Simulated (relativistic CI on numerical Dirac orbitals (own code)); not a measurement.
## Rh⁶⁺: resonant inelastic scattering at the M2,3 edge

Computed with this model: Dirac-Coulomb-Breit CI, KLI orbitals optimised for each configuration, model QED (radiative potential, 1s self-energy scaled to tabulated hydrogen-like ionisation energies), Kramers-Heisenberg scattering through one core-hole configuration in a parametric crystal field, unscaled Slater integrals; configurations [Kr] 4d3 → [Ne] 3s2 3p5 3d10 4s2 4p6 4d4; 80 K; core-hole width 1.2 eV; summed over polarisations. Incident energies are the highest absorption maxima for each field (at most a few, so the weaker spin-orbit partner edge can be absent), on the computed scale of the free ion. Intensities are in per cent of the strongest line above 0.02 eV; levels within 1 cm⁻¹ are merged; final levels count from the ground level, the first row holds all elastic scattering, lines under 0.4 are left out and each table stops after 24 rows. The scale of the Slater integrals is a model choice and moves the terms in proportion.

Field parameters in Wybourne normalisation: Td as Oh with Dq negative (B⁴₀ = 21Dq, B⁴₄ = √(5/14) B⁴₀). The field is a parameter set, without covalency.

S is read from ⟨S²⟩ = S(S + 1).

Td, 10Dq = -3800 cm⁻¹:

```tsv
Final level (eV)	Degeneracy	Irrep	S	508.6 eV	510.1 eV
0.000	4	Γ8	1.49	1234.5	2196.1
0.144	2	Γ7	1.50	88.2	100.0
0.327	4	Γ8	1.49	34.3	98.0
0.547	2	Γ6	1.49	9.8	8.1
0.649	4	Γ8	1.49	44.3	36.2
0.672	2	Γ7	1.49	23.9	6.2
0.837	2	Γ6	1.48	13.7	3.6
0.907	4	Γ8	1.48	9.6	3.3
1.304	4	Γ8	1.47	4.0	5.3
2.279	4	Γ8	0.78	22.8	51.1
2.406	2	Γ6	1.41	99.4	39.4
2.436	4	Γ8	1.17	23.0	13.7
2.534	2	Γ7	0.53	0.1	2.8
2.563	2	Γ6	0.53	0.5	5.0
2.639	4	Γ8	0.56	1.9	12.1
2.764	4	Γ8	1.45	9.3	5.6
2.765	2	Γ7	1.48	2.4	0.9
2.850	2	Γ6	0.56	2.5	8.8
2.877	4	Γ8	0.62	1.5	7.5
3.326	2	Γ6	0.60	7.2	29.5
3.331	4	Γ8	0.69	6.5	38.1
3.445	4	Γ8	0.55	1.4	11.6
3.563	2	Γ6	0.51	0.3	0.9
3.567	4	Γ8	0.52	1.3	9.9
```

Td, 10Dq = -8550 cm⁻¹:

| Final level (eV) | Degeneracy | Irrep | S | 510.1 eV |
| --- | --- | --- | --- | --- |
| 0.000 | 4 | Γ8 | 1.48 | 1777.3 |
| 0.111 | 2 | Γ7 | 1.50 | 62.7 |
| 0.334 | 4 | Γ8 | 1.49 | 49.8 |
| 0.520 | 2 | Γ6 | 1.49 | 15.1 |
| 1.091 | 4 | Γ8 | 1.47 | 38.1 |
| 1.110 | 2 | Γ7 | 1.48 | 5.8 |
| 1.260 | 2 | Γ6 | 1.48 | 8.4 |
| 1.295 | 4 | Γ8 | 1.45 | 9.5 |
| 1.820 | 4 | Γ8 | 0.61 | 100.0 |
| 2.257 | 4 | Γ8 | 1.39 | 7.3 |
| 2.541 | 2 | Γ6 | 0.55 | 4.3 |
| 2.580 | 2 | Γ7 | 0.54 | 2.4 |
| 2.640 | 4 | Γ8 | 0.63 | 12.4 |
| 2.729 | 4 | Γ8 | 1.16 | 16.0 |
| 2.758 | 2 | Γ6 | 1.28 | 51.2 |
| 2.938 | 4 | Γ8 | 0.79 | 9.3 |
| 3.153 | 2 | Γ7 | 1.47 | 3.9 |
| 3.172 | 4 | Γ8 | 1.47 | 11.5 |
| 3.225 | 2 | Γ6 | 0.80 | 8.3 |
| 3.515 | 2 | Γ6 | 0.56 | 16.1 |
| 3.534 | 4 | Γ8 | 0.82 | 22.4 |
| 3.852 | 4 | Γ8 | 0.55 | 13.6 |
| 3.894 | 2 | Γ7 | 0.53 | 3.7 |
| 3.904 | 4 | Γ8 | 0.51 | 7.7 |

For the first field the strongest loss at the lowest incident energy is the level at 2.41 eV (S = 1.41, against 1.49 in the thermal ground state). Levels of other spin, the first over 8 % at 2.28 eV, appear because spin-orbit coupling of the core hole, and in heavier ions of the valence shell too, mixes spins.
